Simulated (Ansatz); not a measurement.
Consider the formal exchange of groups at a B–C bond: `O=CB[SiH3]` + `FB1CC1` → `[SiH3]BB1CC1` + `O=CF`.

Calculated with Ansatz (gas phase, PBE0-D4/def2-TZVP geometries, no zero-point term in ΔE). CCSD(T)/CBS is the MP2 limit (def2-TZVPP, def2-QZVPP) plus CCSD(T) − MP2 in def2-TZVPP, frozen cores. This one scheme is used for every species. Functionals use def2-TZVPP. B3LYP here is the variant with VWN-RPA as its local correlation; programs differ in this. Each species was taken in one conformer, which may not be the lowest.

| level | ΔE (kJ/mol) | difference from CCSD(T)/CBS |
| --- | --- | --- |
| PBE-D4 | 50.2 | -20.6 |
| r2SCAN-D4 | 52.8 | -18.0 |
| PBE0-D4 | 53.0 | -17.8 |
| B3LYP-D4 | 62.1 | -8.7 |
| ωB97X-V | 62.7 | -8.1 |
| ωB97M-V | 67.0 | -3.8 |
| B2PLYP | 68.8 | -2.0 |
| PBE | 52.0 | -18.8 |
| r2SCAN | 53.7 | -17.1 |
| PBE0 | 54.9 | -15.9 |
| B3LYP | 64.8 | -6.0 |
| HF/def2-TZVPP | 72.7 | 1.9 |
| MP2/def2-TZVPP | 70.6 | -0.2 |
| SCS-MP2/def2-TZVPP | 73.1 | 2.3 |
| CCSD/def2-TZVPP | 69.9 | -0.9 |
| CCSD(T)/def2-TZVPP | 68.8 | -2.0 |
| HF/def2-QZVPP | 73.3 | 2.5 |
| MP2/def2-QZVPP | 71.9 | 1.1 |
| SCS-MP2/def2-QZVPP | 74.9 | 4.1 |
| HF/CBS(def2) | 73.4 | 2.6 |
| MP2/CBS(def2) | 72.6 | 1.8 |
| CCSD/CBS(def2) | 72.0 | 1.2 |
| CCSD(T)/CBS | 70.8 | 0 |

Largest T1 diagnostic among the species: 0.021, so the coupled-cluster value is less sure than usual.
